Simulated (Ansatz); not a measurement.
A structure relaxed at PBE0-D4/def2-TZVP, charge 0, multiplicity 1:

Cartesian coordinates in Å:
```
O -0.281 -2.173 1.619
C -0.055 -1.253 0.879
C 0.374 0.107 1.386
C 0.754 1.074 0.275
C -0.354 1.170 -0.762
C -0.797 -0.176 -1.295
O -1.586 -0.281 -2.197
C -0.191 -1.388 -0.622
H 1.183 -0.045 2.105
H -0.472 0.499 1.963
H 1.683 0.745 -0.202
H 0.962 2.061 0.694
H -1.247 1.635 -0.327
H -0.077 1.793 -1.615
H -0.731 -2.294 -0.887
H 0.835 -1.473 -1.014
```

**Question.** Give its formula and SMILES.

**Answer.** C6H8O2, `O=C1CCCC(=O)C1`.

**Question.** Point group (tolerance 0.08 Å, 0.16 Å for H)?

**Answer.** Cs.

**Question.** Summarise the bond lengths by kind.

**Answer.** 2 × C–O 1.203 Å; 6 × C–C 1.513 to 1.521 Å; 8 × C–H 1.088 to 1.101 Å.

Results of the Gaussian-basis code of Ansatz.
